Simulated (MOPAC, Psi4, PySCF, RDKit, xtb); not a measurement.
Two geometries of H4OSeSi, SMILES [SeH][SiH2]O, relaxed at B3LYP-D3(BJ)/def2-SVP with one dihedral held; other torsions can differ between them too.

Structure A

```
7

O     -1.4379     0.7721    -0.5479
Si    -0.3418    -0.3158     0.0679
Se     1.1714     0.8690     1.3511
H     -1.3470     1.7062    -0.3317
H      0.3596    -1.0149    -1.0425
H     -1.0418    -1.3274     0.9047
H      1.9113    -0.3540     1.7196
```

Structure B

```
7

O      1.1970     0.6572    -0.6732
Si     0.1014    -0.2478     0.1964
Se    -1.5367    -1.1775    -1.1114
H      1.2833     1.5905    -0.4489
H      0.8327    -1.3502     0.8712
H     -0.6324     0.6052     1.1750
H     -0.6135    -2.1740    -1.6887
```

Which is lower in energy at the level DF-MP2 (frozen core)/cc-pVTZ // B3LYP-D3(BJ)/def2-SVP (Psi4), and by how much?

B is lower, by 1.42 kcal/mol (dihedral H4–O1–Si2–Se3: 0° in A, 120° in B).

E(B) − E(A) in kcal/mol at the other levels, on the same two geometries: B3LYP/def2-TZVP // B3LYP-D3(BJ)/def2-SVP (Psi4) -1.50; B3LYP-D3(BJ)/def2-TZVP // B3LYP-D3(BJ)/def2-SVP (Psi4) -1.36; PBE/def2-TZVP // B3LYP-D3(BJ)/def2-SVP (Psi4) -1.82; PBE-D3(BJ)/def2-TZVP // B3LYP-D3(BJ)/def2-SVP (Psi4) -1.75; r2SCAN/def2-TZVP // B3LYP-D3(BJ)/def2-SVP (Psi4) -1.52; HF/cc-pVTZ // B3LYP-D3(BJ)/def2-SVP (Psi4) -0.85; UFF // B3LYP-D3(BJ)/def2-SVP (RDKit) -0.59; PM7, restricted, heats of formation // B3LYP-D3(BJ)/def2-SVP (MOPAC) -3.00; AM1, restricted, heats of formation // B3LYP-D3(BJ)/def2-SVP (MOPAC) -1.20; GFN1-xTB // B3LYP-D3(BJ)/def2-SVP (xtb) 1.87; restricted B3LYP/6-31G*, spherical d // B3LYP-D3(BJ)/def2-SVP (PySCF) -1.94; restricted Hartree-Fock/STO-3G // B3LYP-D3(BJ)/def2-SVP (PySCF) -1.63; restricted M06-2X/6-31G*, spherical d // B3LYP-D3(BJ)/def2-SVP (PySCF) -1.62; restricted BP86/6-31G*, spherical d // B3LYP-D3(BJ)/def2-SVP (PySCF) -2.27.
